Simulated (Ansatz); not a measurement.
Cl$_{4}$Si, charge +1, doublet, at a GFN2-xTB geometry (a state made from the parent by changing its charge; the spin is typed, not shown lowest); MP2/STO-3G (Ansatz, an electronic-structure program).

Here is a job for Ansatz.
Ansatz 0.2 input:
```yaml
crystal:
  periodic: [false, false, false]
  atoms:
    - {symbol: Cl, position_ang: [-1.19164925, -1.22169610, -1.09532000]}
    - {symbol: Si, position_ang: [0.00000000, 0.00000000, 0.00000000]}
    - {symbol: Cl, position_ang: [-0.80538680, 1.86034115, 0.05270798]}
    - {symbol: Cl, position_ang: [0.15581167, -0.72287919, 1.88824352]}
    - {symbol: Cl, position_ang: [1.84122437, 0.08423415, -0.84563150]}
basis:
  gaussian:
    orbitals: STO-3G
total_charge: 1
magnetization: {spin_polarized: true, initial_magnetization: 1}
correlation: {method: mp2}
```

Output, abridged:

```
Functional definition: HF
489 factors; integrals over basis functions are off by at most 8.2e-6 eV
mean field evaluation 1: about -57240.1292 eV, gradient 2.1e1 eV
mean field evaluation 2: about -57240.1657 eV, gradient 2.1e1 eV
mean field evaluation 4: about -57244.2204 eV, gradient 1.1e0 eV
mean field evaluation 8: about -57244.1721 eV, gradient 7.1e-1 eV
mean field evaluation 16: about -57244.9715 eV, gradient 5.6e-3 eV
mean field evaluation 32: about -57244.6873 eV, gradient 3.9e-4 eV
mean field evaluation 64: about -57244.9713 eV, gradient 8.8e-2 eV
mean field evaluation 96: about -57244.4451 eV, gradient 1.1e0 eV
mean field evaluation 128: about -57242.1314 eV, gradient 1.3e1 eV
mean field evaluation 160: about -57244.9703 eV, gradient 2.1e-1 eV
mean field evaluation 192: about -57244.2903 eV, gradient 9.9e-1 eV
mean field evaluation 224: about -57244.9049 eV, gradient 1.8e0 eV
mean field -57244.97151059 eV, -2103.7139009790 hartree, gradient 2.0e-10 eV, S^2 0.752629; 26 other end points of the search recorded, 0 dependent functions left out
25 core orbitals not correlated
reference -57244.97151059 eV, -2103.7139009790 hartree; 16, 15 occupied and 4, 5 virtual orbitals, 489 factors
second order -1.56590759 eV of doubles, -0.00000000 eV of singles
Total energy: -57246.53741818 eV, -2103.7714470214 hartree
```
